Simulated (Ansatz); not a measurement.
Basis-set extrapolation for `BN=C=O` (PBE0-D4/def2-TZVP geometry, frozen core, the Gaussian-basis code of Ansatz). Multiplicity 1, RHF reference.

|  | def2-TZVPP | def2-QZVPP |
| --- | --- | --- |
| HF | -193.137331 | -193.145781 |
| MP2 correlation | -0.663096 | -0.710830 |
| CCSD(T) correlation | -0.703369 | not run |

Energies in hartree. Use E(X) = E(∞) + A·exp(−7.88·√X) for Hartree–Fock and E(X) = E(∞) + B·X^(−2.97) for correlation, with X = 3 and 4, and add CCSD(T) minus MP2 of the smaller set to the MP2 limit.

**Question.** What is the CCSD(T) energy at the basis-set limit?

**Answer.** HF limit: -193.145781 + (-0.008450) × 0.13774 = -193.14694. MP2 limit: -0.710830 + (-0.047734) × 0.74074 = -0.74619. Higher-order term: -0.703369 − (-0.663096) = -0.04027. Total: -193.93340 hartree, 243.4 kJ/mol below CCSD(T)/def2-TZVPP.
